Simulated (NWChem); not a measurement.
System: C$_{3}$H$_{7}$Si, doublet; SMILES C1C[SiH]C1

```xyz
11

C      0.2064     1.2576     0.0000
C     -0.1680     0.3539     1.2207
Si    -0.0123    -1.1208     0.0000
C     -0.1680     0.3539    -1.2207
H      1.2840     1.4531     0.0000
H     -0.3102     2.2274     0.0000
H     -1.1977     0.5296     1.5483
H      0.4933     0.4196     2.0883
H      1.3853    -1.6804     0.0000
H      0.4933     0.4196    -2.0883
H     -1.1977     0.5296    -1.5483
```
Atoms are numbered in this order, from 1.

Results from NWChem. Pople sets run with spherical d functions. Spin-unrestricted. In the optimisation the excess spin sits in a' (Cs, its own frame). Coordinates come from a B3LYP/6-31G* (spherical d), spin-unrestricted optimisation. No stability test was run on the SCF state. Level M06-L/6-31G*: energy and gradient on several grids; changes count from the extra-fine grid, which is no exact limit either.

Q: Which is the coarsest grid (coarse; fine; medium; xcoarse; xfine) from which on the energy stays within 50 μHa and each gradient component within 100 μHa/bohr of xfine?

A: fine.
```csv
grid,size of the energy change (μHa),largest change of a gradient component (μHa/bohr),"time, medium = 1 (rough)"
xcoarse,10000,4000,0.2
coarse,1000,800,about 1
medium,30,400,about 1
fine,< 10,50,about 1
xfine,< 10,< 30,3
```
